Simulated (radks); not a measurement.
Coulomb parameter of the 3d shell of the zinc ion Zn2+ in the model configuration [Ar] 3d8.5 4p1.5, as a second difference U = [E(n + 1) + E(n - 1) - 2 E(n)] / (1)^2 with all orbitals relaxed. "Bare": the charge of the atom changes with n. "Screened": the 4p shell takes up the change at fixed total charge, which measures U(3d,3d) + U(4p,4p) - 2 U(3d,4p). All-electron calculation, scalar-relativistic Kohn-Sham, BLYP, spin-unpolarised, spherical densities, point nucleus. Program: a radial shooting solver on a logarithmic mesh with Libxc functionals.

case            configuration  E - E(n) (eV)
start        [Ar] 3d8.5 4p1.5          0.000
bare +1      [Ar] 3d9.5 4p1.5        -34.433
bare -1      [Ar] 3d7.5 4p1.5         54.543
screened +1  [Ar] 3d9.5 4p0.5        -21.079
screened -1  [Ar] 3d7.5 4p2.5         28.134

U(bare) = 20.110 eV, U(screened by 4p) = 7.055 eV, against the Slater integral F0(3d,3d) = 31.208 eV with frozen orbitals.
